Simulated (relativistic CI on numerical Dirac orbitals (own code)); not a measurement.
d1 to d9 in one octahedral field

Computed with a parametric ligand-field model without spin-orbit coupling, by exact diagonalisation: B = 440, C = 1770, 10Dq = 18300 cm⁻¹ (Oh; |10Dq|/B = 41.6) for every shell. Energies in cm⁻¹; the field energy is (0.6 n_e − 0.4 n_t2) × 10Dq of the ground term; g labels are left out. So small a B with so large a field is typical of 4d and 5d ions, where spin-orbit coupling, left out here, reaches 1,000 to 4,000 cm⁻¹.

```tsv
Shell	Ground term	Electrons in e	Field energy	First spin-allowed bands	Lowest term of other spin
d1	2T2	0.000	-7320	2E 18300	
d2	3T1	0.013	-14393	3T2 17289, 3T1 22878	1T2 6360
d3	4A2	0.000	-21960	4T2 18300, 4T1 23109	2E 8717
d4	3T1	0.020	-28908	3E 16636, 3T1 17073	1T2 5297
d5	2T2	0.038	-35908	2A2 16036, 2T1 16194	4T1 9822
d6	1A1	0.028	-43409	1T1 17064, 1T2 23147	3T1 13284
d7	2E	1.019	-32584	2T1 16959, 2T2 17373	4T1 9628
d8	3A2	2.000	-21960	3T2 18300, 3T1 23109	1E 6997
d9	2E	3.000	-10980	2T2 18300
```

Low spin: d4, d5, d6, d7; the other shells keep the spin of the free ion. Only d4 to d7 can choose; the field needed to pair spins is smallest for d6 and largest for d5, which loses most exchange energy. In the strong-field picture 10Dq must exceed about 6B + 5C = 11490 (d4), 7.5B + 5C = 12150 (d5), 2.5B + 4C = 8180 (d6) and 4B + 4C = 8840 (d7); mixing of terms shifts these bounds somewhat.
